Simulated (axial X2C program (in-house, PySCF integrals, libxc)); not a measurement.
## Low determinants of KSi at the PBE0 level, two-component

Calculated with an in-house relativistic program for diatomic molecules. Two-component (2c) means X2C with spin–orbit coupling and atomic mean-field two-electron Coulomb and Gaunt terms. Basis: K dyall-cv3z [11s12p6d3f], Si dyall-v3z [8s7p2d1f] (cores contracted in-house); Gaussian nuclei, density fitting, unrestricted open shells. Masses: K 38.964 u, Si 27.977 u.

Search at 3.035 Å (vertical energies from the lowest determinant):

```json
{"ΔE (eV)": "0.00", "state": "Ω = 3/2", "electrons beyond evenly filled partner blocks": "ω = 3/2", "electrons in ±ω = 1/2, 3/2, 5/2, 7/2": "26 7 0 0"}
{"ΔE (eV)": "0.45", "state": "Ω = 1/2", "electrons beyond evenly filled partner blocks": "2 × ω = -1/2, ω = 3/2", "electrons in ±ω = 1/2, 3/2, 5/2, 7/2": "26 7 0 0"}
{"ΔE (eV)": "0.92", "state": "Ω = 1/2", "electrons beyond evenly filled partner blocks": "ω = 1/2", "electrons in ±ω = 1/2, 3/2, 5/2, 7/2": "27 6 0 0"}
{"ΔE (eV)": "1.00", "state": "Ω = 5/2", "electrons beyond evenly filled partner blocks": "2 × ω = 1/2, ω = 3/2", "electrons in ±ω = 1/2, 3/2, 5/2, 7/2": "26 7 0 0"}
{"ΔE (eV)": "1.01", "state": "Ω = 1/2", "electrons beyond evenly filled partner blocks": "ω = 1/2", "electrons in ±ω = 1/2, 3/2, 5/2, 7/2": "25 8 0 0"}
{"ΔE (eV)": "3.27", "state": "Ω = 7/2", "electrons beyond evenly filled partner blocks": "ω = 1/2, 2 × ω = 3/2", "electrons in ±ω = 1/2, 3/2, 5/2, 7/2": "25 8 0 0"}
{"ΔE (eV)": "3.51", "state": "Ω = 5/2", "electrons beyond evenly filled partner blocks": "ω = -1/2, 2 × ω = 3/2", "electrons in ±ω = 1/2, 3/2, 5/2, 7/2": "25 8 0 0"}
```

Lowest determinant, Ω = 3/2 (⟨Sz⟩ = 1.50, ⟨Lz⟩ = 0.00 at PBE0): Re = 3.030 Å, ωe = 204.9 cm⁻¹.

The determinant in row 2 of the search, Ω = 1/2 (⟨Sz⟩ = 0.50, ⟨Lz⟩ = 0.00 at PBE0), was followed along the bond at PBE0; measured from the minimum of the lowest determinant it gives:

Te = 0.451 eV (3636 cm⁻¹), Re = 3.072 Å, ωe = 188.5 cm⁻¹.

Problem. Compare the bond of the determinant in row 2 with that of the lowest one.

Solution. At PBE0 its Re is 0.042 Å longer and its force constant, which goes as ωe², is 0.85 times that of the lowest determinant. This determinant mixes spin states, so it has no term energy of its own.

The search compares states at one distance, so a state with another bond length can lie lower; it is not exhaustive and yields mostly the lowest determinant of each block pattern, so other components and higher states of one pattern are missing. These are energies of single determinants, not of spin-adapted states; PBE0 term energies can be off by some tenths of an eV, and the functional has no current term. The lowest determinant need not be the ground state where others lie within half an eV.
